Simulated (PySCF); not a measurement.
Some computed properties have been withheld. Give your best values.

Compound: Si(CF3)H3, CH3F3Si.
InChI=1S/CH3F3Si/c2-1(3,4)5/h5H3

```tsv
property	level	value
point group	PBE0-D3(BJ)/def2-SVP	C3v
rotational constants A, B, C	PBE0-D3(BJ)/def2-SVP	5.341, 2.939, 2.938 GHz
dipole moment	wB97X-D/def2-SVPD	2.18 D
HOMO energy	wB97X-D/def2-SVPD	-11.66 eV
LUMO energy	wB97X-D/def2-SVPD	1.80 eV
lowest singlet excitation	TDDFT wB97X-D/def2-SVPD	?
lowest triplet excitation (Tamm–Dancoff)	TDA wB97X-D/def2-SVPD	?
static isotropic polarisability	wB97X-D/def2-SVPD	?
electronic spatial extent ⟨r²⟩ about the centre of nuclear charge	wB97X-D/def2-SVPD	?
13C chemical shifts (computed TMS as zero) by class	GIAO B3LYP/pcSseg-1	136.6 (1 C) ppm
1H chemical shifts (computed TMS as zero) by class	GIAO B3LYP/pcSseg-1	?
isotropic shieldings of nuclei other than C and H, by class	GIAO B3LYP/pcSseg-1	239 (3 F), 408 (1 Si) ppm
core binding energies	ΔSCF SCAN, pcX-2 on the ionised atom, pcseg-1 elsewhere, spin-free X2C, 2p3/2 from a spin–orbit splitting computed afterwards within the 2p shell	Si2p3/2 107.8, C1s 297.7, F1s 693.9 (×3), Si1s 1847.5 eV
```

Gas-phase values; electronic properties from PySCF, density fitting. Isolated species at its PBE0-D3(BJ)/def2-SVP geometry, gas phase.

Problem. Give the 1H chemical shifts (computed TMS as zero) by class.

Solution. 3.95 (3 H) ppm.

Problem. Give the lowest triplet excitation (Tamm–Dancoff).

Solution. 8.26 eV.

Problem. What is the electronic spatial extent ⟨r²⟩ about the centre of nuclear charge?

Solution. 492 bohr².

Problem. Give the static isotropic polarisability.

Solution. 43.7 au.

Problem. Give the lowest singlet excitation.

Solution. 9.06 eV (137 nm, f = 0.002 summed over 2 states within 0.01 eV).

The rotational constants are those of a prolate symmetric top; the small spread among constants that symmetry makes equal is optimisation noise. With B = h/(8π²I), that is 505.379 GHz u Å² over I, the principal moments of inertia are 94.6, 172.0 and 172.0 u Å² (most abundant isotopes); the inertial defect Ic − Ia − Ib is -94.6 u Å² (zero for a rigid planar frame, negative otherwise). The principal polarisabilities are 42.3, 42.3 and 46.6 au; their mean is the isotropic value. The polarisability is 6.48 Å³ as a volume (1 au = 0.148185 Å³), or 0.87 au for each of the 50 electrons. The 10 singlets span 9.06 to 10.47 eV, and their oscillator strengths add up to 0.84. The dipole matches unit charges of opposite sign 0.45 Å apart (1 e·Å = 4.8032 D).

For the geometry optimisation (PBE0-D3(BJ)/def2-SVP), hardware: an x86-64 server with one thread, no GPU (shared host). Cost: 23 s.
